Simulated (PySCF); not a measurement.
Si(F)2(I)(OH) (F₂HIOSi), SMILES O[Si](F)(F)I.

The structure is a stationary point at B3LYP-D3(BJ)/def2-SVP. The def2 effective core potentials stand for the cores of I; spin–orbit coupling is left out. Other conformers were not sampled.

Two levels are set side by side: TDA-PBE/def2-SVPD (PySCF) and TDA-ωB97X/def2-SVPD (PySCF). Vertical, same geometry. The lowest singlet is HOMO→LUMO 99 % with PBE and HOMO→LUMO 83 % with the other functional; states are paired by order. Differences are taken from unrounded values.

| quantity | TDA-ωB97X | TDA-PBE | TDA-PBE minus TDA-ωB97X |
|---|---|---|---|
| lowest singlet excitation (eV) | 6.10 | 5.44 | -0.66 |
| lowest triplet excitation (TDA) (eV) | 5.52 | 5.00 | -0.52 |
| first bright state (f over 0.05) (eV) | 8.04 | 7.60 | -0.44 |
| its oscillator strength | 0.14 | 0.06 | -0.08 |

A lower first singlet is the usual sign of a functional without exact exchange. Differences between two approximate levels are no errors against the true value.

Rough cost on one machine, each run with all the roots and properties that it gave: TDA-ωB97X against TDA-PBE about 5 times.
